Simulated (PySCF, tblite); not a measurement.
Isomers of C3H8OSSi. Level: GFN2-xTB in tblite, geometry and Hessian alike; calculated harmonic values, unscaled, isolated species. The method is semi-empirical: single wavenumbers can be off by several per cent or more. Modes of hydrogen on silicon can be 10 to 20 % off. One conformer each.

Electronic energies: PBE0/pcSseg-1 single points on the GFN2-xTB geometries (PySCF, gas phase).

```tsv
SMILES	electronic energy, lowest = 0 (kJ/mol)
C=C(C)S[SiH2]O	20.7
CS/C=C/O[SiH3]	163.5
C=C[Si@@H](O)SC	0.0
C[SiH2]OC(C)=S	26.6
```

Question: How do GFN2-xTB zero-point energies change the relative energies?

Answer: 
```csv
SMILES,ZPE (kJ/mol),of it from modes above 1550 cm⁻¹,electronic (kJ/mol),"with ZPE, lowest = 0 (kJ/mol)",lowest mode (cm⁻¹),rings
C=C[Si@@H](O)SC,267.9,155.4,0.0,0.0,51,0
C=C(C)S[SiH2]O,264.2,151.6,20.7,17.1,17,0
C[SiH2]OC(C)=S,264.8,136.3,26.6,23.6,46,0
CS/C=C/O[SiH3],257.5,142.4,163.5,153.1,45,0
```

The zero-point energies span 10.4 kJ/mol, from `CS/C=C/O[SiH3]` to `C=C[Si@@H](O)SC`. The order is unchanged.

Question: And how do the electronic energies of GFN2-xTB itself compare?

Answer: `C=C[Si@@H](O)SC` 66.8; `C=C(C)S[SiH2]O` 0.0; `C[SiH2]OC(C)=S` 8.5; `CS/C=C/O[SiH3]` 60.8 kJ/mol, lowest = 0. Against the energies above, taken from the same isomer `C=C[Si@@H](O)SC`, the largest difference is 169.5 kJ/mol.
